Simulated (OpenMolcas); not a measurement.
**Levels of V+ by method**

```yaml
Program: OpenMolcas
Basis: ANO-L-VTZP [6s5p3d2f1g]
Scalar_Hamiltonian: non-relativistic, point nucleus
Active_space: 4 electrons in 5 orbitals (3d)
State_averaging: 2S+1 = 5 even, 5 roots; 2S+1 = 3 even, 45 roots; 2S+1 = 1 even, 50 roots (44 in the spin-orbit step)
Spin-orbit_coupling: state interaction with AMFI integrals over the reference wave functions, term energies averaged over their components
```

Methods on the same reference wave functions:
A. CASSCF
B. SS-CASPT2, IPEA 0.25 Eh, imaginary shift 0.1 Eh (closed shells correlated: 3s 3p)
C. MS-CASPT2, IPEA 0.25 Eh, imaginary shift 0.1 Eh (closed shells correlated: 3s 3p)

Energies in cm⁻¹ above 3d⁴ ⁵D₀, the measured ground level; measured values from NIST Handbook of Basic Atomic Spectroscopic Data.

```
     Level      A      B      C  Measured
   3d⁴ ⁵D₀    0.0    0.0    0.0       0.0
   3d⁴ ⁵D₁   39.1   40.0   40.0      36.0
   3d⁴ ⁵D₂    116    118    119       107
   3d⁴ ⁵D₃    230    233    233       209
   3d⁴ ⁵D₄    378    380    380       339
   3d⁴ ³H₄  15897  12470  12470          
   3d⁴ ³H₅  15976  12550  12550          
   3d⁴ ³H₆  16066  12640  12640          
3d⁴ ³P₀(1)  17304  11200  11190          
3d⁴ ³P₁(1)  17531  11430  11420          
3d⁴ ³P₂(1)  17958  11860  11850          
3d⁴ ³F₂(1)  18241  13150  13120          
3d⁴ ³F₃(1)  18277  13190  13170          
3d⁴ ³F₄(1)  18328  13240  13230          
   3d⁴ ³G₃  20057  15430  15430          
   3d⁴ ³G₄  20153  15530  15530          
   3d⁴ ³G₅  20247  15630  15630          
   3d⁴ ¹I₆  23807  18860  18860          
3d⁴ ¹G₄(1)  25019  18620  18580          
   3d⁴ ³D₃  25943  19670  19670          
   3d⁴ ³D₂  25978  19710  19710          
   3d⁴ ³D₁  26008  19740  19740          
   3d⁴ ¹S₀  29049  20110  20110          
   3d⁴ ¹D₂  31176  23350  23350
```

Deviations, from unrounded energies. A percentage is the sum of absolute deviations over the sum of measured energies, with the sign that they share, or ± where signs differ.

```json
{"Against measurement": "mean absolute deviation (cm-1)", "Levels": "4", "A": "18", "B": "20", "C": "20"}
{"Against measurement": "fine structure of the ground term (%)", "Levels": "4", "A": "+10.5", "B": "+11.7", "C": "+11.7"}
```

A, B, C lie about equally close to measurement. The largest miss of A in the table is 3d⁴ ⁵D₄, by +39 cm-1. The ranking rests on the paired levels alone, and a cruder setting can come out closer through cancelling errors.

Between B and C the level of the table that moves most is 3d⁴ ¹G₄(1), by 41 cm-1 (lowest in C, highest in B). Moves below CASPT2's spread within the term are not significant.

The two smallest mean deviations differ by little beside CASPT2's spread within terms, so their order carries little weight.

From A to B the spin-free energies of the other terms of 3d⁴ shown, above ⁵D, scale by factors of 0.65 to 0.79.

The lowest spin-free term lies below A's lowest term by 0.329 hartree in B, 0.329 hartree in C.

CASPT2 breaks the degeneracy within a term, and the mean is taken; among the terms shown or strongly mixed into the levels shown the widest spread is 1800 cm-1 (3d⁴ ¹I, C). Some high roots are left out of the spin-orbit mixing, which shifts the levels that they would mix with. The CASPT2 spread within a term exceeds the gap to the next term for 3d⁴ ¹G(1) and 3d⁴ ¹I, so the order of their levels is uncertain (figures for B; the like holds for C). Without dynamic correlation excited terms often stand tens of per cent too high (terms of higher spin than the ground term too low), and those without a measured partner can miss by more than the paired ones (holds for A). Measured partners are found by configuration, term and J. A level has none where our copy of the source lacks it or the pairing is in doubt (some pairs that miss far off the trend of their configuration count as doubtful), and it then counts in no deviation. Levels of configurations outside the active space are missing. The table leaves out levels that lie high or whose names do not pair safely across all columns.

A number in round brackets counts repeated terms of one configuration in the order of the reference energies.
